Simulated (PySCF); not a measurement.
Dipole response of H⁻ (hydrogen, charge -1)

1s2, closed-shell 1S. Calculation: PySCF 2.14, in def2-QZVPPD (4s4p2d1f, 33 functions); the non-relativistic Hamiltonian (point nucleus). Coupled (time-dependent) response in atomic units; α is the mean over directions.

```
method  mean α (bohr³)  C₆ (like pair)  S(−4)
   UHF           28.92           148.1  531.0
```

S(−4) is the Cauchy moment in α(ω) = α(0) + S(−4) ω² + …

α(iu) at UHF:

```
u (hartree)  α(iu) (bohr³)
          0          28.92
     0.0500          27.65
      0.100          24.44
      0.200          16.74
      0.300          11.05
      0.500          5.383
      0.750          2.748
       1.00          1.651
       1.50         0.7812
       2.00         0.4521
       3.00         0.2061
       5.00        0.07548
```

A single London oscillator, α(iu) = α/(1 + u²/ω²), gives C₆ = (3/4) ω α². Matching the computed C₆ needs ω = 4 × 148.1 / (3 × 28.92²) = 0.236 hartree.

For an ion, C₆ is the dispersion term alone; charge-induced terms of lower order in 1/R come first.
